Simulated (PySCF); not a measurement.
# C₆ coefficients of unlike pairs at UHF

Calculated with PySCF 2.14 from the dipole response of each species, C₆(A,B) = (3/π) ∫ α_A(iu) α_B(iu) du, in atomic units, from isotropic polarisabilities. For ions this is the dispersion term alone; charge-induced terms of lower order in 1/R come first.

```
species           configuration                                                                                              basis      relativity  α (bohr³)  C₆ (like pair)
      S       [Ne] 3s2 3p4 (3P)                                                                       aug-cc-pV(Q+d)Z (7s6p5d3f2g)            none      19.14           130.2
 Ti(2+)           [Ar] 3d2 (3F)                                                                             aug-cc-pVDZ (7s6p4d2f)            none      4.014           11.63
     Pt  [Xe] 4f14 5d9 6s1 (3D)  aug-cc-pVTZ-PP with one added diffuse shell each of s, p, d, f, g type with ECP60MDF (7s7p6d4f3g)  core potential      53.86           500.2
    Ar+       [Ne] 3s2 3p5 (2P)                                                                            aug-cc-pVDZ-DK (5s4p2d)   spin-free X2C      6.559           30.20
```

Question: Estimate C₆ for Pt with S.

Answer: The integral gives 247.2. The combination rule 2 C_A C_B / (C_A α_B/α_A + C_B α_A/α_B) gives 239.3 and the geometric mean 255.2.

No spin-orbit coupling is included.

The other pairs:

```csv
pair,C₆
"Pt, Ti(2+)",66.29
"Ar+, Ti(2+)",18.59
"Ar+, S",59.80
"Ar+, Pt",108.9
"Ti(2+), S",36.10
```
